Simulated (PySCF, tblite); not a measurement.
Isomers of [C4H12PSi]- (charge -1), one GFN2-xTB conformer each. Single-point energies are computed at PBE0/pcSseg-1 (PySCF, gas phase, no added dispersion term), electronic only.

Question: Rank them by PBE0/pcSseg-1 energy, lowest first (kcal/mol).
A. `[CH3:1][CH2:2][CH2:3][CH2:4][P-:5][SiH3:6]` (charge -1) with C1–C2–C3–C4 180°, C2–C3–C4–P5 180°, C3–C4–P5–Si6 180°
B. `[CH3:1][CH2:2][CH2:3][P-:4][CH2:5][SiH3:6]` (charge -1) with C1–C2–C3–P4 180°, C2–C3–P4–C5 180°, C3–P4–C5–Si6 180°

Answer: A (0.0), B (20.4).

As drawn, the higher has an Si–C bond, which the lower lacks. GFN2-xTB itself gives, in the same order: 0.0, 22.7. Both levels put the same isomer lowest.

Q: What happens when harmonic zero-point energies from GFN2-xTB frequencies are added?

A: 
```json
{"SMILES": "CCCC[P-][SiH3]", "ZPE (kcal/mol)": "90.8", "electronic (kcal/mol)": "0.0", "with ZPE (kcal/mol)": "0.0"}
{"SMILES": "CCC[P-]C[SiH3]", "ZPE (kcal/mol)": "89.1", "electronic (kcal/mol)": "20.4", "with ZPE (kcal/mol)": "18.7"}
```

The zero-point energies span 1.7 kcal/mol. The order is unchanged.
